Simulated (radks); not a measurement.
Values are calculated unless marked as measured or tabulated.
Problem. Tc+, 42 electrons, occupied as [Kr] 4d5.5 5s0.5 (fractional occupations, a model configuration). Level of theory: scalar-relativistic Kohn-Sham, PBE, spin-polarised, spherical densities, finite nucleus; open shells are filled with parallel spins first (spin-orbit coupling, left out, can overturn this in heavy ions); Fermi nuclear charge, rms radius 4.4112 fm (a radial shooting solver on a logarithmic mesh with Libxc functionals). Some entries of the table are withheld. Estimate them.

orbital  occ.  eigenvalue (eV)  <r^2> (bohr^2)  <r> (bohr)
1s down     1        -20873.22        0.001586     0.03428
1s up       1        -20873.21        0.001586     0.03428
2s up       1        -2982.596         0.02638      0.1496
2s down     1        -2982.053         0.02638      0.1496
2p up       3        -2669.915         0.02076      0.1304
2p down     3        -2669.509         0.02076      0.1304
3s up       1        -523.8584          0.1976      0.4154
3s down     1        -523.5741          0.1976      0.4154
3p up       3        -421.2369          0.2017      0.4164
3p down     3        -420.9148          0.2016      0.4163
3d up       5        -255.2104          0.1912      0.3991
3d down     5        -254.7079          0.1910      0.3990
4s up       1         -80.0096             (1)       1.063
4s down     1         -77.2214             (2)       1.056
4p up       3         -52.1976           1.597       1.180
4p down     3         -49.1483           1.579       1.173
4d up       5              (3)           3.479       1.695
5s up     0.5         -11.4394           10.42       3.032
4d down   0.5              (4)           3.753       1.746
5s down     0          -9.3605           11.50       3.181

Solution. 
(1) 4s up <r^2> (bohr^2): 1.281
(2) 4s down <r^2> (bohr^2): 1.266
(3) 4d up eigenvalue (eV): -13.8570
(4) 4d down eigenvalue (eV): -10.6413
